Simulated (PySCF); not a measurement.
C5H11NOSi.
Numbering: `[CH3:1][C:2](=[O:3])[NH:4][CH:5]1[CH2:6][SiH2:7][CH2:8]1` (hydrogens: H9, H10, H11 on C1; H12 on N4; H13 on C5; H14, H15 on C6; H16, H17 on Si7; H18, H19 on C8)

All values: PBE0/pcSseg-1 and PBE0/def2-SVPD (PySCF, non-relativistic), on one gas-phase PBE0-D3(BJ)/def2-SVP geometry that isn't relaxed in the solvent. The solvent is an IEF-PCM continuum (Bondi radii, 1.10 Å for H, scaled by 1.2). Only the electrostatic response of the medium enters.

Gas phase at PBE0/pcSseg-1: HOMO -7.18 eV, LUMO 0.33 eV, dipole 3.74 D.

Question: What does the continuum do to the energy, the frontier levels and the dipole at PBE0/pcSseg-1 in acetone and water?

Answer: 
| solvent | ε | E(solvent) − E(gas) (kcal/mol) | polarisation term (kcal/mol) | distortion of the solute (kcal/mol) | HOMO (eV) | LUMO (eV) | dipole (D) |
| --- | --- | --- | --- | --- | --- | --- | --- |
| acetone | 20.49 | -7.73 | -9.48 | 1.75 | -7.15 | 0.43 | 5.12 |
| water | 78.36 | -8.26 | -10.29 | 2.03 | -7.15 | 0.43 | 5.24 |

The polarisation term is half the interaction of the solute with the surface charges that it induces; the rest is the cost of distorting the solute's density. The sum is the electrostatic part of solvation alone. From acetone to water the lowering changes by a factor 1.07, Onsager's factor (ε − 1)/(2ε + 1) by 1.06 and ε itself by 3.8.

Question: Which radius a makes the point-dipole formula ΔE = −[(ε − 1)/(2ε + 1)]·μ²/a³ give the value in water, with the gas-phase dipole?

Answer: μ = 1.472 au and |ΔE| = 0.01317 Eh give a = 2.29 Å; the farthest nucleus lies 4.09 Å from the centroid of the nuclei, so such a sphere wouldn't even hold the nuclei. The formula assumes a rigid point dipole at the centre of a sphere.

Question: Which Hirshfeld charges (PBE0/pcSseg-1) respond most in acetone (means over atoms taken as equivalent)?

Answer: 
| atoms | environment | gas (e) | solvent (e) | change |
| --- | --- | --- | --- | --- |
| O3 | amide oxygen | -0.290 | -0.342 | -0.052 |
| H12 | amide N–H hydrogen | +0.128 | +0.148 | +0.020 |
| N4 | amide nitrogen | -0.108 | -0.098 | +0.010 |
| H13 | methine hydrogen | +0.043 | +0.034 | -0.009 |
| H14/H18 | methylene hydrogen | +0.034 | +0.043 | +0.009 |
| H9/H10/H11 | methyl hydrogen | +0.051 | +0.057 | +0.006 |

Question: Which Mayer bond orders change most in acetone?

Answer: 
```tsv
bond	length (Å)	gas	solvent	change
C2–O3	1.215	1.908	1.845	-0.063
C2–N4	1.366	1.140	1.187	+0.047
C1–C2	1.513	0.994	1.009	+0.015
N4–H12	1.012	0.926	0.915	-0.011
C1–H9	1.101	0.951	0.945	-0.006
C1–H10	1.101	0.949	0.943	-0.006
C5–H13	1.101	0.913	0.919	+0.006
N4–C5	1.437	0.876	0.881	+0.005
```

Question: How do the nuclear quadrupole coupling constants eQVzz/h respond in acetone?

Answer: 
```json
{"nucleus": "17O at O3", "Q (barn)": "-0.0256", "gas (MHz)": "9.78", "solvent (MHz)": "9.34", "η gas": "0.01", "η solvent": "0.13"}
{"nucleus": "14N at N4", "Q (barn)": "0.02044", "gas (MHz)": "-4.75", "solvent (MHz)": "-4.38", "η gas": "0.07", "η solvent": "0.06"}
```

Gas phase at PBE0/def2-SVPD: HOMO -7.27 eV, LUMO 0.15 eV, dipole 3.77 D.

Question: What does the continuum do to the energy, the frontier levels and the dipole at PBE0/def2-SVPD in acetone?

Answer: 
| solvent | ε | E(solvent) − E(gas) (kcal/mol) | polarisation term (kcal/mol) | distortion of the solute (kcal/mol) | HOMO (eV) | LUMO (eV) | dipole (D) |
| --- | --- | --- | --- | --- | --- | --- | --- |
| acetone | 20.49 | -7.98 | -10.05 | 2.07 | -7.23 | 0.24 | 5.32 |

Question: How does the static polarisability (PBE0/def2-SVPD, frozen core, with the continuum's full static response) change?

Answer: 
```
 medium  isotropic (au)  principal values (au)  ⟨r²⟩ of the electrons (bohr²)
    gas            99.2      81.4, 88.7, 127.4                         1566.7
acetone           132.3    111.3, 125.2, 160.4                         1567.3
```

The isotropic value in acetone is 1.33 times the gas-phase one; no cavity-field correction is applied. ⟨r²⟩ is taken about the centre of nuclear charge.

Conformer computed: `[CH3:1][C:2](=[O:3])[NH:4][CH:5]1[CH2:6][SiH2:7][CH2:8]1`: C1–C2–N4–C5 180°, C2–N4–C5–C6 -120°.
